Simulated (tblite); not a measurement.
Start geometry of `[SiH3][SiH2][C@H]1C[C@@H](C1)SC` from a force field or distance geometry (Å):
```
atom  x, y, z in Å
C1    -3.8859    0.3847   -0.7244
S2    -2.3741    1.3585   -0.6661
C3    -1.4231    0.2003    0.4329
C4    -0.7672   -0.9444   -0.3632
C5     0.5118   -0.0905   -0.4594
Si6    2.1643   -1.0117   -0.2121
Si7    3.9044    0.5105   -0.1616
C8    -0.0036    0.7341    0.7421
H9    -3.7036   -0.5985   -1.1631
H10   -4.6326    0.9115   -1.3361
H11   -4.3127    0.2588    0.2782
H12   -1.9969   -0.1083    1.3191
H13   -1.2267   -1.2351   -1.2990
H14   -0.6667   -1.8632    0.2485
H15    0.5417    0.5034   -1.3937
H16    2.3696   -1.9897   -1.2989
H17    2.1169   -1.7762    1.0681
H18    3.9717    1.2574   -1.4374
H19    3.7028    1.4809    0.9580
H20    5.2081   -0.1849    0.0587
H21    0.3458    0.4077    1.7266
H22    0.1456    1.8140    0.6751
```

Problem. What comes out of this run: GFN2-xTB geometry optimisation, gas phase in tblite 0.8.0?

Solution. 
```
atom  x, y, z in Å
C1    -3.9108   -0.1407   -0.0295
S2    -2.7800    1.2780   -0.0636
C3    -1.2150    0.3706    0.1460
C4    -0.7576   -0.5010   -1.0271
C5     0.6469    0.1173   -0.8987
Si6    1.9310   -1.0000   -0.0455
Si7    3.8732    0.1709    0.3899
C8     0.0572    1.2092    0.0137
H9    -3.6804   -0.8064   -0.8564
H10   -4.9159    0.2529   -0.1362
H11   -3.8121   -0.6608    0.9196
H12   -1.2778   -0.1729    1.0899
H13   -1.2559   -0.2312   -1.9578
H14   -0.8358   -1.5776   -0.8799
H15    1.0381    0.5035   -1.8422
H16    2.1074   -2.1639   -0.9282
H17    1.2886   -1.5321    1.1686
H18    4.3178    0.9816   -0.7469
H19    3.7427    1.0902    1.5239
H20    4.9741   -0.7384    0.7153
H21    0.5832    1.4224    0.9436
H22   -0.1293    2.1479   -0.5063
```

The energy falls by 4.9 kcal/mol over 175 L-BFGS steps, the largest force on an atom goes from 0.89 to 0.009 eV/Å, and the atoms move by 0.886 Å rms after alignment. The bond that changes most is S2–C3 (sulfide sulfur to sp3 carbon bound to sulfur), which shortens by 0.037 Å. Bonds longer at the end by more than 0.005 Å: 2 of 22; shorter: 16. Among the angles that change most is C3–C4–H13, from 117.7° to 112.1°. Among the dihedrals that turn most is S2–C3–C4–H13, from -26° to 18°. Rotational constants go from 3279, 444.4, 418.1 to 3596, 434.7, 410.2 MHz. The orientation of the end geometry is arbitrary; only internal coordinates are fixed.

On one thread, Arm Neoverse V1 (aarch64), shared host with 32 logical CPUs at a one-minute load of 11, this took 1.8 s wall.

Its lowest GFN2-xTB frequency is 14i cm⁻¹, too small to tell a flat minimum from a shallow saddle. The numbers are those of one conformer.

All values are computed, not measured.
